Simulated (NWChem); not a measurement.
Molecule: C$_{2}$H$_{4}$F$_{2}$OSi; SMILES C(O[SiH3])=C(F)F

```xyz
10

F      1.0967    -1.6656     0.5404
C     -0.1044    -1.3972     0.0955
F     -0.8861    -2.4515     0.1375
C     -0.5042    -0.2113    -0.3617
O      0.3459     0.8387    -0.4475
Si    -0.0026     2.3894     0.0963
H     -1.5344    -0.1048    -0.7176
H     -1.2656     2.8701    -0.5428
H      1.1516     3.2269    -0.3170
H     -0.1704     2.4036     1.5797
```
Atoms are numbered in this order, from 1.

All runs: NWChem. Pople sets run with spherical d functions. Coordinates come from a PBE0/def2-SVP optimisation. Level: PBE/6-31G* with SMD (1 M gas to 1 M solution), gas-phase geometry. Reactions with the solvent are ignored.

Question: Estimate the computed values for solvent 2-propanol. Quantities: solvation free energy (kcal/mol); cavity-dispersion-structure term (kcal/mol); dipole in solution (D).

Answer: 
* **solvation free energy (kcal/mol)**: -0.6
* **cavity-dispersion-structure term (kcal/mol)**: 1.5
* **dipole in solution (D)**: 1.95
